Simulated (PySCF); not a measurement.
Species: C8H10Si.
Structure used (PBE0-D3(BJ)/def2-SVP), in Å, numbered top down from 1:
```xyz
19
C8H10Si angstrom
C      4.1943    0.6970    0.9384
C      3.1021    0.4429    0.4728
C      1.8295    0.1187   -0.0853
C      0.7136    0.8855    0.0434
Si    -0.6789    0.0079   -0.8553
C     -2.1176   -0.4920    0.2554
C     -2.8947    0.6882    0.8325
C      0.4481   -1.4000   -1.3698
C      1.6716   -1.1419   -0.8690
H      5.1579    0.9284    1.3532
H      0.7348    1.8250    0.5982
H     -1.1945    0.8018   -2.0168
H     -1.7055   -1.1235    1.0606
H     -2.7836   -1.1452   -0.3352
H     -3.7285    0.3529    1.4692
H     -3.3233    1.3205    0.0386
H     -2.2506    1.3328    1.4513
H      0.2452   -2.2989   -1.9559
H      2.5436   -1.7913   -1.0002
```

The closed-shell ground state was solved at several levels (PySCF, density fitting, gas phase, non-relativistic).

| level | basis functions | total energy (Eh) | HOMO (eV) | LUMO (eV) | gap (eV) | dipole (D) |
| --- | --- | --- | --- | --- | --- | --- |
| wB97X-D/pcSseg-1 | 210 | -600.1035 | -8.43 | -0.18 | 8.25 | 0.85 |
| PBE0/pcSseg-1 | 210 | -599.7162 | -6.66 | -1.89 | 4.77 | 0.87 |

(1) Estimate the row for wB97X-D/def2-SVPD, a basis of 264 functions; the other rows only guide the guess.

(2) How far do the dipole and the HOMO energy spread over the levels?

Results:

(1) Total energy -599.8496 Eh, HOMO -8.42 eV, LUMO -0.17 eV, gap 8.25 eV, dipole 0.83 D.

(2) The dipole runs from 0.83 to 0.87 D (mean 0.85 D) and the HOMO from -8.43 to -6.66 eV.

One conformer stands for the species.

wB97X-D is run here without its empirical dispersion term; that term would change no orbital, density or response property at a fixed geometry.
